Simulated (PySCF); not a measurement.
Steps of a relaxation of [Dy(H2O)]3+

[Dy(H2O)]3+ (singlet in the valence; each metal's 4f electrons, 9 of them, lie in its core potential, out of spins and levels). PySCF 2.14.0, RKS PBE0, Dy lcecp-1-SVP with ECP55, O def2-SVP, H def2-SVP; non-relativistic Hamiltonian with scalar-relativistic core potentials where named; density fitting; no spin-orbit coupling. Origin of the start: template. Columns: position (Å) and force (eV/Å). Energies are counted from the last step; some of the 6 steps are shown. Forces carry noise of the integration grid, about 0.01 to 0.03 eV/Å.

Run from Python with OMP_NUM_THREADS=2. Where DIIS fails, smearing, a level shift and second-order steps follow.
It took 6.6 s on 2 threads of Arm Neoverse V1, with other jobs on the host, from the converged density of the start.

```xyz
4
step 0  E = 0.367 eV
Dy    0.0000    0.0000   -0.2488     0.00    0.00    1.98
O     0.0000    0.0000    2.1987     0.00    0.00   -3.29
H     0.7700    0.0000    2.7887     0.87    0.00    0.65
H    -0.7700    0.0000    2.7887    -0.87    0.00    0.65
```

```xyz
4
step 2  E = 0.025 eV
Dy    0.0000    0.0000   -0.0489     0.00    0.00   -0.43
O     0.0000    0.0000    2.0854     0.00    0.00    1.50
H     0.7820    0.0000    2.7453    -0.42    0.00   -0.53
H    -0.7820    0.0000    2.7453     0.42    0.00   -0.53
```

```xyz
4
step 3  E = 0.005 eV
Dy    0.0000    0.0000   -0.0800     0.00    0.00    0.27
O     0.0000    0.0000    2.1104     0.00    0.00    0.14
H     0.7817    0.0000    2.7484    -0.17    0.00   -0.21
H    -0.7817    0.0000    2.7484     0.17    0.00   -0.21
```

**Question.** Where does the relaxation end?

**Answer.** It converges at step 5 in C2v:
```xyz
4
step 5  E = 0
Dy    0.0000    0.0000   -0.0615
O     0.0000    0.0000    2.1093
H     0.7802    0.0000    2.7397
H    -0.7802    0.0000    2.7397
```

**Question.** How did the contacts change?

**Answer.** 
| contact | start (Å) | end (Å) |
| --- | --- | --- |
| Dy1–O2 (H2O) | 2.447 | 2.171 |


An lcecp potential fixes the number of 4f electrons, so in runs with it no electron can move into or out of that shell.
